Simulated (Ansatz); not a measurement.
Geometry optimisation, RKS r2SCAN/def2-SVP in Ansatz 0.2.0.

Input file:

```yaml
crystal:
  periodic: [false, false, false]
  atoms:
    - { symbol: C, position_ang: [-1.0414, 0.4156, 1.1301] }
    - { symbol: C, position_ang: [0.334, 0.3003, 0.6165] }
    - { symbol: C, position_ang: [0.398, -0.7633, -0.4485] }
    - { symbol: C, position_ang: [0.8228, -0.6004, -1.7295] }
    - { symbol: Br, position_ang: [1.151, 0.966, -2.6163] }
    - { symbol: H, position_ang: [-1.1336, 1.2403, 1.8999] }
    - { symbol: H, position_ang: [-1.7343, 0.7689, 0.3127] }
    - { symbol: H, position_ang: [-1.4303, -0.4594, 1.5336] }
    - { symbol: H, position_ang: [0.9901, 0.0385, 1.4973] }
    - { symbol: H, position_ang: [0.7019, 1.2724, 0.2811] }
    - { symbol: H, position_ang: [0.211, -1.7756, -0.0674] }
    - { symbol: H, position_ang: [0.8079, -1.4586, -2.3754] }
basis:
  gaussian: { orbitals: def2-SVP }
hamiltonian:
  xc: r2scan
relax:
  f_tol: 0.015
  max_steps: 40
output:
  orbitals: {}
```

Launched with:

```bash
$ ansatz run input.yaml --threads 2 --pin off --max-ram 3072MiB --backend cpu --events-out ev --progress --plain --runs-dir out
```

Q: Where does it end, and by what steps?

A: It converged. After 6 steps the energy has fallen by 0.344 eV; Br5 moved furthest, 0.10 Å.

```json
{"step": "0", "energy less start (eV)": "0.0000", "largest force component (eV/Å)": "3.823", "accepted": "yes"}
{"step": "1", "energy less start (eV)": "-0.2539", "largest force component (eV/Å)": "1.386", "accepted": "yes"}
{"step": "2", "energy less start (eV)": "-0.3218", "largest force component (eV/Å)": "0.714", "accepted": "yes"}
{"step": "3", "energy less start (eV)": "-0.1842", "largest force component (eV/Å)": "2.946", "accepted": "no"}
{"step": "4", "energy less start (eV)": "-0.3431", "largest force component (eV/Å)": "0.191", "accepted": "yes"}
{"step": "5", "energy less start (eV)": "-0.3442", "largest force component (eV/Å)": "0.071", "accepted": "yes"}
{"step": "6", "energy less start (eV)": "-0.3444", "largest force component (eV/Å)": "0.012", "accepted": "yes"}
```

```xyz
12
Properties=species:S:1:pos:R:3
C -1.087 0.464 1.146
C 0.340 0.313 0.609
C 0.448 -0.760 -0.426
C 0.777 -0.640 -1.716
Br 1.230 0.997 -2.561
H -1.129 1.226 1.939
H -1.779 0.766 0.345
H -1.459 -0.483 1.571
H 1.017 0.062 1.447
H 0.693 1.268 0.190
H 0.206 -1.783 -0.103
H 0.819 -1.484 -2.407
```

Whether the end is a true minimum wasn't checked by a vibrational analysis.

The run took 41 s on 2 threads of Arm Neoverse V1, on a shared host, peak memory 0.19 GiB.
